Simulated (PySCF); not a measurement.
Deuteron quadrupole couplings in `C[Si@H](F)[SiH2]CF`

Species: C2H8F2Si2.
Z-matrix (Å and degrees, GFN2-xTB geometry), rows numbered from 1:
```
C 
Si  1  1.8995
F   2  1.6256  1  106.00
Si  2  2.3127  1  113.72  3  -115.65
C   4  1.9230  2  107.79  1   -51.68
F   5  1.3852  4  109.48  2   -46.85
H   1  1.0860  2  111.17  3  -176.74
H   1  1.0868  2  111.36  3   -56.82
H   1  1.0879  2  111.44  3    63.07
H   2  1.4621  1  110.44  3   109.49
H   4  1.4696  2  114.23  1  -169.37
H   4  1.4722  2  117.30  1    64.94
H   5  1.0929  4  113.35  2    71.31
H   5  1.0914  4  112.99  2  -165.16
```

Level: PBE0/pcSseg-1 (PySCF, non-relativistic); Q(2H) = 0.00286 b; rigid geometry, the same for H and D, with no vibrational averaging.

Question: Rank these positions by the coupling χzz of a deuteron there, largest first.
A. H14 (methylene hydrogen)
B. H11 (Si–H hydrogen)
C. H8 (methyl hydrogen)

Answer: C (217 kHz), A (202 kHz), B (107 kHz).

Tabulate Vzz, the asymmetry η and χzz = 234.96 MHz × Q × Vzz for every hydrogen position.

| atom | bonded to | bond length (Å) | Vzz (au) | η | χzz (kHz) |
| --- | --- | --- | --- | --- | --- |
| H7 | C1 | 1.086 | 0.3237 | 0.01 | 218 |
| H8 | C1 | 1.087 | 0.3231 | 0.01 | 217 |
| H9 | C1 | 1.088 | 0.3206 | 0.01 | 215 |
| H10 | Si2 | 1.462 | 0.1602 | 0.01 | 108 |
| H11 | Si4 | 1.470 | 0.1590 | 0.01 | 107 |
| H12 | Si4 | 1.472 | 0.1575 | 0.02 | 106 |
| H13 | C5 | 1.093 | 0.2981 | 0.09 | 200 |
| H14 | C5 | 1.091 | 0.3012 | 0.10 | 202 |

Average by the element that carries the hydrogen.

on C: 211 kHz over 5 positions, mean bond length 1.089 Å; on Si: 107 kHz over 3 positions, mean bond length 1.468 Å.

Give the 2H NMR doublet splittings at H12 for a magnetic field along the z, y and x axes of the gradient: 3χ/2, 3χ(1 + η)/4, 3χ(1 − η)/4.

With |χ| = 105.9 kHz and η = 0.017: 159, 81 and 78 kHz, to first order and without motion.

The structure is a single GFN2-xTB conformer in the gas phase; no vibrational or solvent corrections. GFN2-xTB bond lengths can be off by several hundredths of an ångström, more for odd bonds, and the gradients follow them. These gradients aren't converged with respect to the basis.
